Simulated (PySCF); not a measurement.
## Correlation energy of Ba⁴⁴⁺ (barium, charge +44)

Starting occupation: [Ne] 3s2. All numbers are calculated (PySCF 2.14, X2C-1e with screened-nucleus spin-orbit coupling, Gaussian nucleus, in an uncontracted even-tempered set (18 s from 3.5 bohr⁻², ratio 2.6; 14 p from 4.6 bohr⁻², ratio 2.6; 6 d from 4.7 bohr⁻², ratio 2.8; 4 f from 66 bohr⁻², ratio 2.8)). Frozen: 1s2; 10 electrons correlated; the 54 highest virtual spinors left out.

MP2 pair energies summed by pair of shells (mhartree):

| pair | energy | share (%) |
| --- | --- | --- |
| 3s1/2-3s1/2 | -111.95 | 23.6 |
| 2p1/2-2p3/2 | -100.00 | 21.1 |
| 2p3/2-2p3/2 | -95.30 | 20.1 |
| 2p3/2-3s1/2 | -41.39 | 8.7 |
| 2p3/2-2s1/2 | -41.31 | 8.7 |
| 2p1/2-2p1/2 | -23.42 | 4.9 |
| 2p1/2-2s1/2 | -21.34 | 4.5 |
| 2p1/2-3s1/2 | -18.85 | 4.0 |
| 2s1/2-2s1/2 | -11.08 | 2.3 |
| 2s1/2-3s1/2 | -9.31 | 2.0 |

Total MP2 correlation energy: -473.95 mhartree.

The virtual space was cut to 56 spinors, which keep -418.37 of the -473.95 mhartree of MP2 correlation.

```tsv
level	correlation energy (mhartree)
CCSD	-449.60
```

Diagnostics: T1 = 0.00017, largest double amplitude 0.085.

Cost of the coupled-cluster step: about 16 core-seconds, for 10 occupied and 56 virtual spinors.

Iterations:

```
Init t2, MP2 energy = -0.418366398594277
CCSD nocc = 10, nmo = 66
Init t2, MP2 energy = -0.418366398594277
Init E_corr(GCCSD) = -0.418366398594277
cycle = 1  E_corr(GCCSD) = -0.440545564588984  dE = -0.022179166  norm(t1,t2) = 0.0200013
cycle = 2  E_corr(GCCSD) = -0.446516903216939  dE = -0.00597133863  norm(t1,t2) = 0.00708686
cycle = 3  E_corr(GCCSD) = -0.449650244421843  dE = -0.0031333412  norm(t1,t2) = 0.00275738
cycle = 4  E_corr(GCCSD) = -0.449596092581366  dE = 5.41518405e-05  norm(t1,t2) = 0.00018063
cycle = 5  E_corr(GCCSD) = -0.449596680767502  dE = -5.88186136e-07  norm(t1,t2) = 7.85727e-06
cycle = 6  E_corr(GCCSD) = -0.449596414267438  dE = 2.66500065e-07  norm(t1,t2) = 1.84872e-07
cycle = 7  E_corr(GCCSD) = -0.449596427014859  dE = -1.27474218e-08  norm(t1,t2) = 2.0018e-08
cycle = 8  E_corr(GCCSD) = -0.449596439950095  dE = -1.29352354e-08  norm(t1,t2) = 9.99062e-09
cycle = 9  E_corr(GCCSD) = -0.449596439128117  dE = 8.21977653e-10  norm(t1,t2) = 3.45178e-09
GCCSD converged
E(GCCSD) = -6283.968258753874  E_corr = -0.4495964391281173
```

The coupled-cluster values are those of the cut space; adding the MP2 remainder, -55.58 mhartree, estimates the full space.

At this charge the one-electron X2C treatment keeps the bare 1/r₁₂, with no two-electron picture change or Breit term. The effect here is smaller than on the frozen 1s shell.
